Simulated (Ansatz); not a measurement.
```yaml
crystal:
  periodic: [false, false, false]
  atoms:
    - {symbol: C, position_ang: [-1.279354, -1.510866, 0.814546]}
    - {symbol: C, position_ang: [-0.050192, -0.624010, 0.961355]}
    - {symbol: N, position_ang: [0.592381, -0.281746, -0.286826]}
    - {symbol: C, position_ang: [1.280119, -1.378172, -0.920394]}
    - {symbol: Ga, position_ang: [0.534347, 1.400469, -0.998728]}
    - {symbol: C, position_ang: [-0.443262, 2.775587, 0.006961]}
    - {symbol: H, position_ang: [-1.720325, -1.721613, 1.792423]}
    - {symbol: H, position_ang: [-2.034783, -1.019454, 0.195977]}
    - {symbol: H, position_ang: [-1.034708, -2.468600, 0.350372]}
    - {symbol: H, position_ang: [-0.341196, 0.299719, 1.471246]}
    - {symbol: H, position_ang: [0.674935, -1.124779, 1.622690]}
    - {symbol: H, position_ang: [0.603524, -2.187254, -1.226557]}
    - {symbol: H, position_ang: [2.031541, -1.820476, -0.249200]}
    - {symbol: H, position_ang: [1.798030, -1.031914, -1.817267]}
    - {symbol: H, position_ang: [1.298217, 1.561814, -2.356986]}
    - {symbol: H, position_ang: [-1.469679, 2.456176, 0.203011]}
    - {symbol: H, position_ang: [0.035262, 2.954187, 0.973644]}
    - {symbol: H, position_ang: [-0.474856, 3.720952, -0.536267]}
basis:
  gaussian: {orbitals: def2-SVP}
total_charge: -1
magnetization: {spin_polarized: true, initial_magnetization: 1}
hamiltonian: {xc: {name: revPBE}}
scf: {lower_state_search: full}
smearing: {width: 0.1}
```

```sh
$ ansatz run in.yaml --threads 2 --pin off --events-out ev --progress --plain --max-ram 32768MiB --backend cpu
```

Shortened log:

```
Error: YAML parse error: error: line 28 column 1: unknown field `smearing`, expected one of crystal, accuracy, basis, kpoints, hamiltonian, magnetization, projection, total_charge, correlation, batch, efield, external_charges, scf, relax, neb, saddle, md, ramp, phonons, dielectric, real_time, elastic, magnetic_configurations, gw, evaluate, workflow, output, checkpoint, execution
26 | hamiltonian: {xc: {name: revPBE}}
27 | scf: {lower_state_search: full}
28 | smearing: {width: 0.1}
```

In this input the input holds a key that doesn't belong there. The program refused the input.
